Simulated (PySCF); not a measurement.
## Static response to an electric field

C13H13P.
Cartesian coordinates in Å at the PBE0-D3(BJ)/def2-SVP level; atoms count from 1:
```
atom  x, y, z in Å
C1     0.4063   -2.0233   -1.5820
P2     0.1243   -0.1970   -1.6295
C3    -1.2575    0.0054   -0.4356
C4    -1.5052    1.2888    0.0779
C5    -2.5752    1.5205    0.9355
C6    -3.4321    0.4756    1.2864
C7    -3.2050   -0.7989    0.7743
C8    -2.1252   -1.0335   -0.0785
C9     1.5423    0.3612   -0.5903
C10    1.6349    0.0901    0.7821
C11    2.7452    0.5072    1.5106
C12    3.7785    1.2005    0.8775
C13    3.6953    1.4780   -0.4850
C14    2.5800    1.0633   -1.2136
H15    0.4530   -2.4250   -0.5579
H16    1.3629   -2.2239   -2.0863
H17   -0.3838   -2.5415   -2.1461
H18   -0.8406    2.1149   -0.1921
H19   -2.7444    2.5248    1.3318
H20   -4.2752    0.6573    1.9571
H21   -3.8700   -1.6238    1.0425
H22   -1.9639   -2.0433   -0.4620
H23    0.8224   -0.4427    1.2846
H24    2.8057    0.2924    2.5805
H25    4.6486    1.5291    1.4515
H26    4.4986    2.0261   -0.9835
H27    2.5074    1.2895   -2.2814
```

Level: B3LYP/def2-SVPD (PySCF), static field, nuclei fixed, core orbitals frozen in the response. The polarisability tensor in these axes (au):

```
x   217.52  22.88 -19.11
y    22.88 157.06   9.82
z   -19.11   9.82 161.18
```

Problem. Give the principal values, the mean and the anisotropy Δα = √{½[(α1 − α2)² + (α2 − α3)² + (α1 − α3)²]}.

Solution. Principal values 137.93, 169.15 and 228.69 au; mean 178.59 au = 26.46 Å³ = 29.45 × 10⁻⁴⁰ C²·m²/J; Δα = 79.87 au (45 % of the mean).

Problem. What is the dipole moment, and where does it point?

Solution. (0.45, -0.52, 1.12) D, 1.32 D in size, pointing from the negative to the positive side. Measured along this direction, the outermost atoms are H27 at the negative end and H24 at the positive end.

Problem. Directions of the eigenvectors, and the extent of the frame along each?

Solution. Largest value along (0.94, 0.27, -0.23), where the nuclei span 9.27 Å; middle along (0.00, 0.64, 0.77), 5.89 Å; least along (-0.35, 0.72, -0.59), 4.30 Å. The response follows the extents in order.

Problem. Sum over states: ᾱ = Σ f/ω², ω in Eh. What share falls to these 10 lowest TDDFT singlets (eV, f)? 4.37, 0.0279; 4.61, 0.0121; 4.80, 0.1451; 4.93, 0.0484; 5.30, 0.0051; 5.59, 0.0204; 5.67, 0.0087; 5.73, 0.0078; 5.84, 0.0217; 5.87, 0.0046.

Solution. They add up to 9.21 au, 5.2 % of the 178.59 au; the largest single term is 4.66 au, from the state at 4.80 eV. Terms in order: 1.08, 0.42, 4.66, 1.48, 0.13, 0.48, 0.20, 0.18, 0.47, 0.10 au. Higher excitations give the rest. The strengths listed sum to 0.302.

Problem. Rayleigh depolarisation ratio (linearly polarised light, static tensor)?

Solution. ρ = 3Δα²/(45ᾱ² + 4Δα²) = 19137.4/(1435221 + 25516.6) = 0.0131.

The structure is a single PBE0-D3(BJ)/def2-SVP conformer in the gas phase; no vibrational or solvent corrections.

These values come from a run that also computed excited states. Time: 2.7 min. Hardware: one thread of an x86-64 server (shared host).
